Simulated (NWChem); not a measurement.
System: Si₂N₂H₆O; SMILES N[Si@H]1N[SiH2]O1

```xyz
11

N     -0.1079    -2.1776     0.5920
Si    -0.1218    -0.8070    -0.4213
N     -1.1871     0.4812     0.0831
Si     0.1517     1.5961     0.1444
O      1.1568     0.3145    -0.3007
H      0.1848    -3.0829     0.2452
H     -0.0295    -2.1077     1.5998
H     -0.2398    -1.3414    -1.8038
H     -2.1831     0.5403     0.2401
H      0.4764     2.1688     1.4854
H      0.1419     2.7069    -0.8524
```
Atoms are numbered in this order, from 1.

Program: NWChem. Coordinates come from a PBE0/def2-SVP optimisation. Level: B3LYP/def2-SVP with SMD (1 M gas to 1 M solution), gas-phase geometry. Reactions with the solvent are ignored.

For solvent tetrahydrofuran:

- cavity-dispersion-structure term (kcal/mol) = 0.7
- dipole in solution (D) = 2.76

What are these values for solvent water?

The cavity-dispersion-structure term (kcal/mol) comes out as 3.7 and the dipole in solution (D) is 3.01.
